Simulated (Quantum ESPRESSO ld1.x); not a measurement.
Cr4+, configuration [Ne] 3s2 3p5 3d3 (not the ground configuration).

Method: scalar-relativistic Kohn-Sham, LDA (Slater exchange, Perdew-Wang correlation), spin-polarised, spherical densities, point nucleus; open shells are filled with parallel spins first; computed with ld1.x of Quantum ESPRESSO 7.5.

Energy parts (eV):
part                     energy
total                 -28387.13
kinetic                28664.94
electron-nucleus      -66575.56
Hartree                10742.78
exchange-correlation   -1219.29

Orbitals (lengths in bohr, moments of r in powers of bohr; r(max) is where P^2 peaks):
\begin{tabular}{lrrr}
orbital & occ. & eigenvalue (eV) & r(max) \\ \hline
1s up & 1 & -5932.365 & 0.04169 \\
1s down & 1 & -5931.868 & 0.04169 \\
2s up & 1 & -730.650 & 0.2440 \\
2s down & 1 & -728.488 & 0.2438 \\
2p up & 3 & -625.539 & 0.1976 \\
2p down & 3 & -623.640 & 0.1975 \\
3s up & 1 & -135.261 & 0.7673 \\
3s down & 1 & -129.957 & 0.7688 \\
3p up & 3 & -106.249 & 0.7804 \\
3p down & 2 & -101.095 & 0.7831 \\
3d up & 3 & -60.830 & 0.7556 \\
3d down & 0 & -56.017 & 0.7644 \\
4s up & 0 & -41.439 & 2.005 \\
4s down & 0 & -39.761 & 2.050 \\
4p up & 0 & -33.852 & 2.206 \\
4p down & 0 & -32.479 & 2.269 \\
4d up & 0 & -22.909 & 2.734 \\
4d down & 0 & -22.010 & 2.859 \\
4f up & 0 & -15.569 & 3.150 \\
4f down & 0 & -15.126 & 3.333 \\
\end{tabular}

The highest occupied level is 3d up at -60.830 eV. Summed over all electrons, <r^2> = 11.07 bohr^2, which gives a Langevin (diamagnetic) susceptibility term of -8.77 x 10^-6 cm^3/mol. Spin moment in Bohr magnetons: 4.
